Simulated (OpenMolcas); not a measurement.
## Lu+: effect of the IPEA shift

| Quantity | Value |
| --- | --- |
| Program | OpenMolcas 26.06 |
| Basis | ANO-RCC-VTZP [8s7p5d3f2g1h] |
| Scalar Hamiltonian | DKH2, point nucleus |
| Active space | 2 electrons in 6 orbitals (5d 6s) |
| State averaging | 2S+1 = 1 even, 20 roots; 2S+1 = 3 even, 15 roots kept (CI in the orbitals of an earlier block) |
| Spin-orbit coupling | RASSI with atomic mean-field integrals over the reference wave functions, term energies averaged over their components |

Methods on the same reference wave functions:
A. CASSCF
B. MS-CASPT2, IPEA 0 Eh, imaginary shift 0.1 Eh (closed shells correlated: 5s 5p)
C. MS-CASPT2, IPEA 0.25 Eh, imaginary shift 0.1 Eh (closed shells correlated: 5s 5p)

Energies in cm-1 above 6s2 1S0, the measured ground level; measured values from NIST Handbook of Basic Atomic Spectroscopic Data.

```tsv
Level	A	B	C	Measured
6s2 1S0	0.0	0.0	0.0	0.0
5d 6s 3D1	9341	11920	11970	11796
5d 6s 3D2	10096	12560	12630	12435
5d 6s 3D3	11728	14310	14360	14199
5d 6s 1D2	16247	16960	17170	17333
5d2 3F2	26535	29620	29790	29407
5d2 3F3	28092	31340	31490	30889
5d2 3F4	29886	33110	33260	32504
5d2 3P0	34659	36190	37040	35652
5d2 3P1	35130	36660	37510	36557
5d2 1G4	37892	39930	40020
```

Deviations, from unrounded energies. A percentage is the sum of absolute deviations over the sum of measured energies, with the sign that they share, or ± where signs differ.

| Against measurement | Levels | A | B | C |
| --- | --- | --- | --- | --- |
| mean absolute deviation (cm-1) | 9 | 2100 | 290 | 530 |
| other configurations (%) | 9 | -8.6 | ±1.2 | ±2.2 |

B lies closest to measurement on these levels and A furthest from it. The largest miss of B in the table is 5d2 3F4, by +610 cm-1. The ranking rests on the paired levels alone, and a cruder setting can come out closer through cancelling errors.

Between B and C the level of the table that moves most is 5d2 3P1, by 850 cm-1 (lowest in B, highest in C). Moves below CASPT2's spread within the term are not significant.

The mean deviations of B to C differ by less than CASPT2's widest spread within a term (560 cm-1), so their order carries little weight.

The lowest spin-free term lies below A's lowest term by 0.212 hartree in B, 0.210 hartree in C.

Term energies are means over components that CASPT2 splits; among the terms shown or strongly mixed into the levels shown the widest spread is 560 cm-1 (5d2 1G, B). Terms from blocks run as CI alone lack orbitals of their own. A single d shell beside an s shell can misplace configurations of different d count against each other. Without dynamic correlation excited terms often stand tens of per cent too high (terms of higher spin than the ground term too low), and those without a measured partner can miss by more than the paired ones (holds for A). Measured partners are found by configuration, term and J. A level has none where our copy of the source lacks it or the pairing is in doubt (some pairs that miss far off the trend of their configuration count as doubtful), and it then counts in no deviation. Only configurations of the active space appear. The table leaves out levels that lie high or whose names do not pair safely across all columns.
